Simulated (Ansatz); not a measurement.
Frontier orbitals of `[NH2][Ge]([NH2])([Cl])[Cl]`.

Cartesian coordinates in Å:
```
N 0.0399 -1.5034 0.5060
Ge 0.3537 0.2322 0.1251
N -1.0274 0.8550 -0.8551
Cl 0.4959 1.5706 1.8020
Cl 2.2857 0.2557 -0.8186
H -0.7848 -1.6659 1.0673
H 0.8293 -2.0017 0.8911
H -1.0476 1.8584 -0.9684
H -1.1448 0.3991 -1.7494
```

The species carries charge 0 and has multiplicity 1. Correlated methods include outer-core shells of Ge, which these sets cover unevenly. Scalar relativity is left out up to krypton. All single points use the PBE0-D4/def2-TZVP geometry. It is one conformer, not always the lowest. Basis def2-TZVPP, the Gaussian-basis code of Ansatz.

```csv
functional,HOMO (eV),LUMO (eV),gap (eV)
LDA (SPW92),-6.87,-1.70,5.17
PBE,-6.69,-1.43,5.26
revPBE,-6.63,-1.32,5.31
BLYP,-6.56,-1.39,5.17
PBE0,-8.18,-0.42,7.76
r2SCANh,-7.59,-0.75,6.84
CAM-B3LYP,-9.61,0.56,10.17
LC-ωPBE,-11.04,1.88,12.92
ωB97X-V,-10.65,1.73,12.38
ωB97M-V,-10.53,1.46,11.99
```

From PBE to PBE0 the HOMO moves by −1.48 eV and the LUMO by +1.00 eV, and with ωB97M-V by −3.84 and +2.89 eV, so the gap grows from 5.27 to 11.99 eV with exact exchange. A positive LUMO is unbound and depends on the basis.

LC-ωPBE has ω = 0.4 bohr⁻¹.
